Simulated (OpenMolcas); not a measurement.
A ladder of methods for C2H3Br (vinyl bromide)

The species is C2H3Br (6 atoms), meant as a singlet with charge 0. SMILES: `C=CBr`. The shape is that of a PBE0-D4/def2-TZVP optimisation.

Quantity: the dipole moment, in D. The values are calculated.

```
              level             kind     program  value (D)  CPU time
     HF/aug-cc-pVDZ     Hartree–Fock  OpenMolcas       1.75      18 s
 revPBE/aug-cc-pVDZ              GGA  OpenMolcas       1.37      50 s
  M06-L/aug-cc-pVDZ         meta-GGA  OpenMolcas       1.39      74 s
   TPSS/aug-cc-pVDZ         meta-GGA  OpenMolcas       1.45      75 s
  B3LYP/aug-cc-pVDZ    global hybrid  OpenMolcas       1.45      46 s
  BHLYP/aug-cc-pVDZ    global hybrid  OpenMolcas          ?      43 s
   PBE0/aug-cc-pVDZ    global hybrid  OpenMolcas       1.49      49 s
r2SCANh/aug-cc-pVDZ  hybrid meta-GGA  OpenMolcas          ?      21 s
```

Estimate what the levels marked ? give.

As computed at these levels: BHLYP/aug-cc-pVDZ: 1.57 D; r2SCANh/aug-cc-pVDZ: 1.50 D. Measured: 1.42 D (NIST CCCBDB). Nearest: M06-L/aug-cc-pVDZ (-0.03 D), TPSS/aug-cc-pVDZ (+0.03 D), B3LYP/aug-cc-pVDZ (+0.03 D); farthest: HF/aug-cc-pVDZ (+0.33 D). The measured dipole is a vibrational average, so differences of a few hundredths of a debye mean little. Computed less measured by kind, in D (aug-cc-pVDZ rows): Hartree–Fock +0.33; GGA -0.05; meta-GGA -0.03 to +0.03; global hybrid +0.03 to +0.15. All-electron rows without a relativistic Hamiltonian named are non-relativistic. Times are those of the runs behind each value, whatever else they computed, on shared processors of several kinds: orders of magnitude only.
